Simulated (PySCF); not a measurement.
## Mayer bond orders and bond lengths

CHF(COOEt)2, C7H11FO4.
Atom-mapped SMILES: `[CH3:1][CH2:2][O:3][C:4](=[O:5])[CH:6]([F:7])[C:8](=[O:9])[O:10][CH2:11][CH3:12]` (hydrogens: H13, H14, H15 on C1; H16, H17 on C2; H18 on C6; H19, H20 on C11; H21, H22, H23 on C12)

Structure used (PBE0-D3(BJ)/def2-SVP), in Å, numbered top down from 1:
```xyz
23
C7H11FO4 angstrom
C     -4.0823    0.5521   -0.3790
C     -2.7516    1.1588   -0.0004
O     -1.8486    0.1736    0.5130
C     -1.1547   -0.5270   -0.3730
O     -1.2634   -0.4629   -1.5647
C     -0.1496   -1.4305    0.3363
F      0.1028   -2.5173   -0.4270
C      1.1103   -0.6166    0.6249
O      1.0837    0.4047    1.2579
O      2.1872   -1.1785    0.1045
C      3.4291   -0.4899    0.2959
C      3.6124    0.6129   -0.7202
H     -4.7784    1.3450   -0.6909
H     -3.9652   -0.1501   -1.2165
H     -4.5280    0.0194    0.4742
H     -2.2809    1.6513   -0.8643
H     -2.8550    1.8882    0.8141
H     -0.5700   -1.7343    1.3097
H      4.1947   -1.2699    0.1888
H      3.4591   -0.0933    1.3218
H      2.8578    1.3999   -0.5814
H      3.5333    0.2195   -1.7442
H      4.6069    1.0683   -0.6003
```

Bond orders from the PBE0/pcSseg-1 density (PySCF). The structure is a single PBE0-D3(BJ)/def2-SVP conformer in the gas phase; no vibrational or solvent corrections.

How far do the computed orders between heavy atoms stray from the drawn ones?

The largest departure is 0.169, at C2–O3 (drawn single, 0.831) and O10–C11 (drawn single, 0.832). Drawn single, order above 1.12: C8–O10 (1.149). Drawn single, order below 0.88: C2–O3 (0.831) and O10–C11 (0.832).

Set the Mayer orders of the bonds beside their lengths.

```json
{"bond": "C1–C2", "drawn as": "single", "length (Å)": "1.511", "Mayer order": "1.068"}
{"bond": "C2–O3", "drawn as": "single", "length (Å)": "1.432", "Mayer order": "0.831"}
{"bond": "O3–C4", "drawn as": "single", "length (Å)": "1.326", "Mayer order": "1.109"}
{"bond": "C4–O5", "drawn as": "double", "length (Å)": "1.198", "Mayer order": "1.966"}
{"bond": "C4–C6", "drawn as": "single", "length (Å)": "1.526", "Mayer order": "0.902"}
{"bond": "C6–F7", "drawn as": "single", "length (Å)": "1.352", "Mayer order": "0.952"}
{"bond": "C6–C8", "drawn as": "single", "length (Å)": "1.527", "Mayer order": "0.903"}
{"bond": "C8–O9", "drawn as": "double", "length (Å)": "1.202", "Mayer order": "1.930"}
{"bond": "C8–O10", "drawn as": "single", "length (Å)": "1.321", "Mayer order": "1.149"}
{"bond": "O10–C11", "drawn as": "single", "length (Å)": "1.433", "Mayer order": "0.832"}
{"bond": "C11–C12", "drawn as": "single", "length (Å)": "1.511", "Mayer order": "1.068"}
{"bond": "C1–H13", "drawn as": "single", "length (Å)": "1.100", "Mayer order": "0.960"}
{"bond": "C1–H14", "drawn as": "single", "length (Å)": "1.099", "Mayer order": "0.958"}
{"bond": "C1–H15", "drawn as": "single", "length (Å)": "1.100", "Mayer order": "0.958"}
{"bond": "C2–H16", "drawn as": "single", "length (Å)": "1.100", "Mayer order": "0.942"}
{"bond": "C2–H17", "drawn as": "single", "length (Å)": "1.098", "Mayer order": "0.955"}
{"bond": "C6–H18", "drawn as": "single", "length (Å)": "1.103", "Mayer order": "0.926"}
{"bond": "C11–H19", "drawn as": "single", "length (Å)": "1.098", "Mayer order": "0.955"}
{"bond": "C11–H20", "drawn as": "single", "length (Å)": "1.100", "Mayer order": "0.942"}
{"bond": "C12–H21", "drawn as": "single", "length (Å)": "1.099", "Mayer order": "0.958"}
{"bond": "C12–H22", "drawn as": "single", "length (Å)": "1.100", "Mayer order": "0.957"}
{"bond": "C12–H23", "drawn as": "single", "length (Å)": "1.100", "Mayer order": "0.960"}
```

Bonds between the same two heavy elements. C–C: lowest C4–C6 and C6–C8 (0.902, 1.526 Å), highest C1–C2 and C11–C12 (1.068, 1.511 Å). C–O: lowest C2–O3 and O10–C11 (0.831, 1.432 Å), highest C4–O5 (1.966, 1.198 Å). Bonds named together lie within 0.004.

Sum the orders of all bonds at each heavy atom with more than one neighbour and set the sums beside the valence in the SMILES.

C1 3.944 (drawn 4), C2 3.796 (drawn 4), O3 1.940 (drawn 2), C4 3.977 (drawn 4), C6 3.683 (drawn 4), C8 3.982 (drawn 4), O10 1.981 (drawn 2), C11 3.797 (drawn 4), C12 3.943 (drawn 4). Orders between atoms that aren't bonded are not in these sums.

The Mayer order sums products of elements of PS (density times overlap matrix) between the two atoms' basis functions, so it depends on the basis set.

These values come from a run that also computed NMR shieldings. Time: 1.8 min wall, 3.7 min CPU; peak memory 2.0 GiB. Hardware: 2 threads, Intel Xeon at 2.70 GHz (x86_64), shared host with 64 logical CPUs at a one-minute load of 61.
